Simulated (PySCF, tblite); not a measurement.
Isomers of C7H6F4. Computed values, GFN2-xTB/tblite, gas phase, harmonic and unscaled. This tight-binding method is rough: wavenumbers can miss measured ones by several per cent, in bad cases by 10 to 20. One conformer each.

Electronic energies: PBE0/pcSseg-1 single points on the GFN2-xTB geometries (PySCF, gas phase).

```tsv
SMILES	electronic energy, lowest = 0 (kcal/mol)
FC(F)(F)[C@]12[C@@H]3C[C@@]1(F)C[C@@H]32	2.9
CC#CC[C@@H](F)C(F)=C(F)F	33.0
C=C/C(=C/C(=C)F)C(F)(F)F	0.0
```

Problem. How do GFN2-xTB zero-point energies change the relative energies?

Solution. 
| SMILES | ZPE (kcal/mol) | of it from modes above 1550 cm⁻¹ | electronic (kcal/mol) | with ZPE, lowest = 0 (kcal/mol) | lowest mode (cm⁻¹) | rings |
| --- | --- | --- | --- | --- | --- | --- |
| C=C/C(=C/C(=C)F)C(F)(F)F | 69.9 | 33.8 | 0.0 | 0.0 | 30 | 0 |
| FC(F)(F)[C@]12[C@@H]3C[C@@]1(F)C[C@@H]32 | 73.2 | 26.2 | 2.9 | 6.2 | 29 | 3 |
| CC#CC[C@@H](F)C(F)=C(F)F | 70.1 | 31.6 | 33.0 | 33.2 | 18 | 0 |

The zero-point energies span 3.3 kcal/mol, from `C=C/C(=C/C(=C)F)C(F)(F)F` to `FC(F)(F)[C@]12[C@@H]3C[C@@]1(F)C[C@@H]32`. The order is unchanged.

Problem. And how do the electronic energies of GFN2-xTB itself compare?

Solution. `C=C/C(=C/C(=C)F)C(F)(F)F` 16.4; `FC(F)(F)[C@]12[C@@H]3C[C@@]1(F)C[C@@H]32` 0.0; `CC#CC[C@@H](F)C(F)=C(F)F` 28.4 kcal/mol, lowest = 0. Against the energies above, taken from the same isomer `C=C/C(=C/C(=C)F)C(F)(F)F`, the largest difference is 21.0 kcal/mol.
